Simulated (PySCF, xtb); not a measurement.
C₈H₆, SMILES C1C=C2C=CC=C2C=1.

GFN2-xTB (xtb) at its own geometry gives an orbital gap of 1.16 eV and a dipole moment of 0.00 D.

Geometry optimised at ωB97X-D3(BJ)/def2-SVP.

Q: What does r2SCAN/def2-TZVP (PySCF) give? (The exact figures need the calculation; the answer reports its results.)

A: gap 1.41 eV (levels -4.88 and -3.46 eV), dipole 0.00 D.
